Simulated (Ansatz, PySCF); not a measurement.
Gas-phase reaction in SMILES: [O]B(O)O → [O-]B(O)O (an electron is taken up)
Structures are relaxed separately at B3LYP-D3(BJ)/def2-TZVP in Ansatz (a quantum-chemistry and plane-wave program), one conformer each, not searched for the lowest. Frequencies are from Ansatz or PySCF.
Geometry of the first species:
SMILES: [O]B(O)O
```xyz
6

O     -1.2087    -0.7639    -0.0299
B     -0.0439    -0.0278    -0.0011
O     -0.1959     1.3238     0.1329
O      1.1160    -0.7423    -0.1102
H      0.5997     1.8507     0.0223
H      1.9287    -0.2527     0.0402
```
Charge 0, spin multiplicity 2.

Property: adiabatic electron affinity (0 K, with B3LYP-D3(BJ) harmonic zero-point energies), positive where the reaction releases energy, in eV. Valence correlation only, unless marked. UHF or UKS for open shells. Spin-orbit coupling is left out. Non-relativistic. Anions need diffuse functions: aug- sets have them; def2-D sets add few; the other sets have none. Basis-set limits of correlation are two-point, X^-3; Hartree-Fock from the larger set. The bracket is a focal-point correction in the basis named.

```
level      program  adiabatic electron affinity (eV)
---------  -------  --------------------------------
HF/STO-3G   Ansatz                             -4.66
HF/6-31G*   Ansatz                              0.32
```

Question: What does RI-MP2/CBS(aug-cc-pVTZ,aug-cc-pVQZ)+[CCSD(T)-MP2]/aug-cc-pVDZ (Ansatz) give?

Answer: 2.98 eV
